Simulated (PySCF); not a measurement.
Run record: geometry optimisation, `C[SiH](C)[SiH2]O`.

Method: PBE0-D3(BJ)/def2-SVP geometry optimisation, gas phase (PySCF 2.14.0). Start geometry: GFN2-xTB. The input is one job of a driver script: a line of settings, then coordinates in Å.

Input:
```
{"job": {"xc": "PBE0", "basis": "def2-SVP", "d3": "d3bj", "grid": 1, "kind": "geom"}, "charge": 0, "multiplicity": 1}
C      1.429064    -1.008833    -0.928278
Si     0.186470     0.403918    -0.615593
C      0.974967     1.593925     0.649929
Si    -1.879921    -0.366398     0.063768
O     -1.551242    -1.150208     1.458820
H      1.057449    -1.698997    -1.680158
H      2.388259    -0.633053    -1.274055
H      1.607314    -1.579489    -0.020944
H      0.053070     1.151004    -1.886817
H      1.135779     1.097840     1.603463
H      0.334837     2.452601     0.832071
H      1.936188     1.967902     0.307136
H     -2.551965    -1.307968    -0.846662
H     -2.894443     0.663549     0.341782
H     -2.230241    -1.577803     1.973625
```

Output:
```
step   0  E = -735.76898279  max force = 0.024339
step   1  E = -735.77466663  max force = 0.004191
step   2  E = -735.77506693  max force = 0.001670
step   3  E = -735.77510848  max force = 0.000524
step   4  E = -735.77511358  max force = 0.000171
optimisation converged
```

Energies in Eh; «max force» is the largest Cartesian gradient component in Eh/bohr.

Task: Give the first gradient maximum in eV/Å.

Result: With 1 Eh/bohr = 51.422 eV/Å, 1.252 eV/Å.

Task: How much energy does the optimisation release, in kcal/mol?

Result: E(step 0) − E(last step) = 0.006131 Eh, which is 3.8 kcal/mol.

Main results: final energy -735.77511 Eh after 4 steps; dipole 0.69 D.

Task: Give the final coordinates.

Result: 0.076 Å rms from the input after alignment:
```
atom  x, y, z in Å
C1     1.5521   -1.0385   -0.9843
Si2    0.3879    0.4142   -0.6893
C3     1.0917    1.5945    0.6006
Si4   -1.6620   -0.4069    0.0831
O5    -1.2681   -1.2011    1.5108
H6     1.1509   -1.7191   -1.7508
H7     2.5433   -0.6928   -1.3175
H8     1.6789   -1.6111   -0.0524
H9     0.1568    1.1499   -1.9773
H10    1.2096    1.0705    1.5619
H11    0.4214    2.4528    0.7604
H12    2.0760    1.9804    0.2922
H13   -2.3107   -1.3488   -0.8924
H14   -2.6616    0.6868    0.3362
H15   -1.9941   -1.6139    1.9875
```

Task: How long does this job take on one thread, Intel Xeon Platinum 8375C at 2.90 GHz (x86_64), shared host with 96 logical CPUs at a one-minute load of 11? And the peak memory of the process?

Result: About 21 s, with 0.56 GiB resident at the peak, the Python interpreter and its libraries included.
Labels such as C1 count atoms from 1, the log's own numbers from 0.
